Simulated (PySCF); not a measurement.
C2F3 (SMILES F[C]=C(F)F), doublet (typed; the unrestricted solution is spin-contaminated), at a GFN2-xTB geometry. Base run: MP2/6-31G (PySCF).

Here is a job for PySCF.
```python
from pyscf import gto, scf, mp

mol = gto.Mole()
mol.atom = '''
    C    -0.02097005    0.18801536    0.95068298
    C     0.00630951    0.22182388   -0.35025560
    F    -0.03482227   -0.77428364    1.82927975
    F     0.01570563    1.33880864   -1.05329788
    F     0.02889033   -0.83775117   -1.17626680
'''
mol.basis = '6-31g'
mol.spin = 1
mol.verbose = 4
mol.build()

mf = scf.UHF(mol)
mf.kernel()

pt = mp.MP2(mf)
pt.kernel()
print('E(MP2) = %.10f' % pt.e_tot)
```

Each row names what was changed in the base input (with any setting that the change needs).

```tsv
change	ΔE vs base (kcal/mol)	MP2 correlation (Eh)	basis functions	core-seconds (rough)
base	0.000	-0.50332	45	0.7
cart = on	0.000	-0.50332	45	0.6
frozen = 5	3.59	-0.49760	45	0.6
frozen = 6	30.01	-0.45549	45	0.6
frozen = 4	?	?	45	0.7
method = ccsd	-14.80	-0.50332	45	10
method = ccsd(t)	-22.57	-0.50332	45	20
method = cisd	?	-	45	4
density fitting = JK and correlation	0.085	-0.50331	45	0.6
```

Q: Complete the blanks.

A: 
- frozen = 4, ΔE vs base (kcal/mol): 2.85
- frozen = 4, MP2 correlation (Eh): -0.49878
- method = cisd, ΔE vs base (kcal/mol): 28.48

Open shells are given as the SCF converged; they aren't shown to be the lowest states, and a large step between rows can be another state.
